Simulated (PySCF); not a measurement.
`[Se]([SiH3])[SiH3]`. Level of theory: PBE0-D3(BJ)/def2-SVP geometry optimisation, gas phase in PySCF.

```
atom  x, y, z in Å
Si1    1.6250    0.7188    0.5352
Se2    0.1706    0.9193   -1.2166
Si3   -1.3734   -0.5538   -0.3994
H4     2.0504   -0.7016    0.7147
H5     2.8017    1.5666    0.1920
H6     1.0005    1.1975    1.8044
H7    -0.7977   -1.9273   -0.2875
H8    -2.5019   -0.5513   -1.3727
H9    -1.8550   -0.1239    0.9475
```

**Question.** What is the longest distance between nuclei?

**Answer.** H5···H8, 5.92 Å; the next longest distance is 5.04 Å.

**Question.** What is the repulsion energy of the bare nuclei, Σ ZA·ZB/RAB?

**Answer.** 329.16 Eh over 36 pairs, with full nuclear charges and distances in bohr; the largest single term is 110.23 Eh (Se2 with Si3).

**Question.** Work out the bond lengths Si1–Se2, Si1–H4, Si1–H5, Si1–H6, Se2–Si3, Si3–H7, Si3–H8, Si3–H9 in bohr.

**Answer.** For Si1–Se2 the difference vector is (-1.4544, 0.2005, -1.7518) Å, of length 2.2857 Å. 1 bohr = 0.529177 Å. Si1–Se2 4.319; Si1–H4 2.822; Si1–H5 2.816; Si1–H6 2.822; Se2–Si3 4.318; Si3–H7 2.822; Si3–H8 2.816; Si3–H9 2.823 bohr.

**Question.** Where is the centre of mass (commonest isotopes), and what is the radius of gyration?

**Answer.** Mass 141.917 u; centre at (0.151, 0.546, -0.644) Å; Rg = √(Σ m r²/M) = 1.416 Å. As Ia + Ib + Ic = 2 Σ m r², the three principal moments sum to 569.2 u·Å².

**Question.** How far apart are these pairs, which share no bond: Se2···H8, Si3···H4, H4···H9, H5···H9, H7···H8?

**Answer.** Se2···H8 3.054 Å (2 bonds apart); Si3···H4 3.604 Å (3 bonds apart); H4···H9 3.955 Å (4 bonds apart); H5···H9 5.011 Å (4 bonds apart); H7···H8 2.444 Å (2 bonds apart).

**Question.** What are the angles Se2–Si1–H5, Se2–Si1–H4, Se2–Si1–H6, Si1–Se2–Si3, Se2–Si3–H7, H7–Si3–H9, Se2–Si3–H9, H7–Si3–H8?

**Answer.** From the scalar product of the two bond vectors; for Se2–Si1–H5 it is -0.9402 Å² over 2.2857 × 1.4904 Å², cos θ = -0.2760. Se2–Si1–H5 106.0°; Se2–Si1–H4 110.9°; Se2–Si1–H6 110.9°; Si1–Se2–Si3 95.7°; Se2–Si3–H7 111.1°; H7–Si3–H9 108.7°; Se2–Si3–H9 110.8°; H7–Si3–H8 110.0°.

**Question.** Give the dihedral angles Si1–Se2–Si3–H7, H5–Si1–Se2–Si3, Si1–Se2–Si3–H8, H6–Si1–Se2–Si3, Si1–Se2–Si3–H9, H4–Si1–Se2–Si3.

**Answer.** Si1–Se2–Si3–H7 -63° (synclinal); H5–Si1–Se2–Si3 177° (antiperiplanar); Si1–Se2–Si3–H8 177° (antiperiplanar); H6–Si1–Se2–Si3 -63° (synclinal); Si1–Se2–Si3–H9 58° (synclinal); H4–Si1–Se2–Si3 58° (synclinal). Dihedral signs follow IUPAC: positive where, seen along the central bond, the front bond turns clockwise onto the rear one.

No PBE0-D3(BJ)/def2-SVP frequencies stand behind this structure, so it isn't proved a minimum.
